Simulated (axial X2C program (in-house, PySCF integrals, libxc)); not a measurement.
## Potential curves of CuGa, with spin–orbit coupling

All values were computed with an in-house all-electron X2C program for linear molecules (integrals from PySCF). Two-component (2c) means X2C with spin–orbit coupling and atomic mean-field two-electron Coulomb and Gaunt terms. Basis: Ga dyall-cv3z [9s9p7d4f1g], Cu dyall-cv3z [9s9p6d3f2g] (cores contracted in-house); Gaussian nuclei, density fitting, unrestricted open shells. Masses: Ga 68.926 u, Cu 62.930 u.

State: Ω = 0 (closed shell). Energies in eV from the fragments at the same level (Ga + Cu). Fits are polynomials in 1 − R0/R over 0.85 to 1.23 times the lowest point R0.

```
 R (Å)     CCSD
2.1649  -1.7183
2.2363  -1.8293
2.3076  -1.8903
2.3790  -1.9135
2.4623  -1.9050
2.5455  -1.8685
2.6526  -1.7931
```

Correlated methods: 14 electrons correlated (number of frozen shells: Ga 3 s, 2 p, 1 d; Cu 3 s, 2 p), 310 virtual spin orbitals or spinors in MP2, 90 natural virtuals in coupled cluster.

One determinant describes the state; a PBE0 search over occupations chose it and may have missed a lower one. The closed shell is kept restricted, so the energy runs too high when the bond is stretched far. De is counted from the lowest determinant-based energies of the atoms at the same level, without counterpoise correction. CCSD ran in a truncated set of natural virtual spinors with an MP2 remainder; without triples it tends to underbind. The T1 diagnostic is large, a sign of multireference character. With the outer-core shells frozen, correlated bond lengths of heavy atoms tend to come out a few hundredths of an ångström too long. Coupled cluster ran on the points near the minimum only. MP2 and coupled cluster on one determinant become unreliable at the stretched end.

(1) Fit the CCSD curve near its minimum: give the equilibrium distance, the harmonic wavenumber and the well depth.

Answers

(1) At CCSD, 2c: Re = 2.399 Å, ωe ≈ 207 cm⁻¹, De = 1.91 eV to Ga + Cu; Be follows as 0.0891 cm⁻¹.
